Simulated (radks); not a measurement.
The numbers below are computed, except where a source is named.
Question: These are the eigenvalues of the occupied orbitals of an atom or ion with whole-number occupations (eV). Level of theory: Dirac Kohn-Sham, RPBE, spin-unpolarised, spherical densities, finite nucleus; Fermi nuclear charge, rms radius of each element as measured or else 0.836 A^(1/3) + 0.57 fm (a radial shooting solver on a logarithmic mesh with Libxc functionals).

1s1/2: -12539.04
2s1/2: -1643.256
2p1/2: -1477.663
2p3/2: -1435.900
3s1/2: -249.8660
3p1/2: -193.2242
3p3/2: -187.3481
3d3/2: -89.7944
3d5/2: -88.8942
4s1/2: -49.1162
4p1/2: -36.6398

Which element is it, and in what charge state? The configuration may be excited. Open shells, if any, fill j = l - 1/2 first.

Answer: Z = 34, selenium, charge +3: Se3+ in [Ar] 3d10 4s2 4p1. The list shows which subshells hold electrons but not how many an open one holds; the 1s level, -460.8 hartree, gives Z - s = 30.4 by -(Z - s)^2/2, which with screening and relativity narrows Z to a few neighbours, and the depths of the outer levels then fix element, charge and occupations together.
